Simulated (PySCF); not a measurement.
Potential energy curve for AsH, triplet.

- UKS-PBE0 = unrestricted PBE0/cc-pVDZ (PySCF)
- UCCSD(T) = CCSD(T) on UHF/cc-pVDZ, 9 core orbitals frozen run with PySCF

Energies relative to the lowest point of each curve near equilibrium, in mEh:

```tsv
R / Å	UKS-PBE0
1.16	85.1
1.36	13.3
1.47	1.6
1.58	0.5
1.61	1.5
2.06	42.9
2.54	84.7
3.05	99.7
3.38	102.7
3.76	104.1
4.17	104.6
5.36	104.9
```

Question: Predict the corresponding UCCSD(T) column.

Answer: 1.16: 84.8; 1.36: 13.2; 1.47: 1.6; 1.58: 0.5; 1.61: 1.4; 2.06: 39.9; 2.54: 77.7; 3.05: 91.9; 3.38: 93.9; 3.76: 94.7; 4.17: 94.9; 5.36: 95.1 (mEh).

The unrestricted determinant behind UKS-PBE0 is spin-contaminated at 2.30 to 6.19 Å (<S²> up to 3.0, against 2.00 for a pure triplet). The unrestricted determinant behind UCCSD(T) is spin-contaminated at 2.06 to 6.19 Å (<S²> up to 3.0, against 2.00 for a pure triplet).
